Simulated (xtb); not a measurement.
xtb input:

```bash
xtb mol.xyz --gfn 2 --ohess tight --chrg 1 --uhf 0
```
mol.xyz:
```
19

C     -1.88011959     0.95554874     0.63832520
C     -0.75864282    -0.07182623     0.53203993
C     -1.23740519    -1.32876895    -0.10367921
C      0.39329370     0.58650658    -0.24616336
C      1.65946079    -0.31760075    -0.29429864
O      2.71244235     0.39822952    -0.89826415
H     -2.26854805     1.21607157    -0.29119927
H     -1.55952756     1.88763490     1.14824632
H     -2.75465629     0.51978094     1.20938372
H     -0.41710198    -0.26879494     1.54663815
H     -2.16744030    -1.72590486     0.41188307
H     -1.59068332    -1.20805855    -1.10510522
H     -0.48876209    -2.14936253    -0.11203555
H      0.05907521     0.78270052    -1.24444800
H      0.63920642     1.53970275     0.20857904
H      1.95600949    -0.61704716     0.77314152
H      1.50064975    -1.26747064    -0.84613960
H      3.44160464    -0.19482627    -0.93104835
H      2.79626109     1.32300552    -0.60030638
```

Task: Predict the final energy.

Result: -20.92994 Eh (GFN2-xTB).

It need not be the lowest isomer of its formula.
